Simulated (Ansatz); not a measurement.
Cu₄S₄. Total charge 0; singlet. Geometry PBE-D4/def2-SVP.

```xyz
8

Cu   -0.6580    1.2731    0.8301
Cu   -0.8686   -0.6967   -0.6816
Cu    1.4280    0.1409   -0.2639
Cu    0.0149   -1.2733    1.5866
S     0.6777    2.2357   -0.6902
S    -1.9946   -0.4040    1.3452
S     0.0516    0.7327   -2.1706
S     1.3490   -2.0085    0.0444
```

The 6-31G sets use Cartesian d functions. A triplet lies near this restricted singlet, and broken spin symmetry wasn't tried. The structure comes from a short search, and lower isomers may exist.

Estimate the orbital energies around the gap (eV) in Ansatz with HF/STO-3G, HF/6-31G, LDA (SPW92)/def2-TZVP, BLYP-D4/def2-TZVP, BLYP-D4/def2-TZVPD.


| orbital | HF/STO-3G | HF/6-31G | LDA (SPW92)/def2-TZVP | BLYP-D4/def2-TZVP | BLYP-D4/def2-TZVPD |
| --- | --- | --- | --- | --- | --- |
| HOMO−13 | -12.45 | -13.81 | -7.68 | -7.27 | -7.31 |
| HOMO−12 | -12.09 | -13.59 | -7.65 | -7.24 | -7.28 |
| HOMO−11 | -12.02 | -13.52 | -7.49 | -7.08 | -7.12 |
| HOMO−10 | -11.74 | -13.33 | -7.43 | -7.04 | -7.08 |
| HOMO−9 | -11.50 | -12.88 | -7.32 | -6.93 | -6.97 |
| HOMO−8 | -11.18 | -12.41 | -7.23 | -6.82 | -6.87 |
| HOMO−7 | -11.10 | -12.19 | -7.15 | -6.76 | -6.80 |
| HOMO−6 | -10.76 | -11.48 | -7.06 | -6.65 | -6.70 |
| HOMO−5 | -9.88 | -11.22 | -6.83 | -6.43 | -6.47 |
| HOMO−4 | -9.78 | -10.15 | -6.66 | -6.26 | -6.31 |
| HOMO−3 | -8.73 | -10.11 | -6.34 | -5.95 | -6.00 |
| HOMO−2 | -6.35 | -9.79 | -6.29 | -5.90 | -5.94 |
| HOMO−1 | -4.67 | -9.71 | -5.94 | -5.55 | -5.59 |
| HOMO | -3.20 | -8.87 | -5.92 | -5.54 | -5.59 |
| LUMO | 1.59 | -3.22 | -5.49 | -5.09 | -5.13 |
| LUMO+1 | 2.06 | 0.71 | -3.52 | -3.12 | -3.19 |
| LUMO+2 | 2.60 | 0.74 | -2.67 | -2.34 | -2.42 |
| LUMO+3 | 4.08 | 1.70 | -2.04 | -1.65 | -1.74 |
| LUMO+4 | 4.68 | 1.86 | -1.85 | -1.46 | -1.59 |
| LUMO+5 | 5.57 | 1.93 | -1.66 | -1.33 | -1.45 |
